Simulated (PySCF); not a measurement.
Computed shifts of a molecule C3H13NSi2, B3LYP/pcSseg-1 (PySCF), GIAO, gas phase, atoms alike by connectivity averaged where their shifts nearly agree, in ppm (number of nuclei): ¹³C: 55.5 (1), 28.7 (1), 24.8 (1). ¹⁵N: 29.9 (1). ²⁹Si: -49.2 (1), -62.6 (1). ¹H: 4.82 (6), 3.19 (1), 1.62 (3), 1.54 (3). References: ¹³C against TMS (σ = 181.3 ppm); ¹⁵N against NH3 (σ = 265.5 ppm); ²⁹Si against TMS (σ = 338.7 ppm); ¹H against TMS (σ = 31.68 ppm), references at their B3LYP-D3(BJ)/def2-TZVP geometries, non-relativistic. The structure is a stationary point at B3LYP-D3(BJ)/def2-SVP. Other conformers were not sampled.

Problem. Which molecule gave these data?
(A) C[SiH2][Si](C)(C)N
(B) CN[SiH2][C@H](C)[SiH3]
(C) CC(C)N[SiH2][SiH3]
(D) CC(C)N([SiH3])[SiH3]

Solution. D, CC(C)N([SiH3])[SiH3]
